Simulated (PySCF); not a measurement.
Molecule: `O=C(F)C(F)(F)F`, C₂F₄O.

Mapped SMILES: `[O:1]=[C:2]([F:3])[C:4]([F:5])([F:6])[F:7]`.

Geometry PBE0-D3(BJ)/def2-SVP throughout; GIAO in PySCF 2.14.0 with density-fitted response routines, gas phase, one conformer, non-relativistic; equivalent atoms averaged; basis pcSseg-2.

For orientation, OPBE gives these shifts δ (against H2O, TMS, CFCl3 at the same level): O1 423.5, C2 154.5, C4 122.8, F3 16.1, F5/F6/F7 -97.3 ppm.

A run gave: O1 454.3, C2 164.7, C4 126.5, F3 37.6, F5/F6/F7 -63.5 ppm (shifts δ (against H2O, TMS, CFCl3 at the same level)).

Question: Which functional was used in that run?
A. CAM-B3LYP
B. KT2
C. BLYP
D. LC-wPBE
E. B97-2

Answer: D. F3 tells them apart best: LC-wPBE gives 37.6, CAM-B3LYP gives 24.3, B97-2 gives 18.8, BLYP gives 9.6, KT2 gives -5.0 ppm.
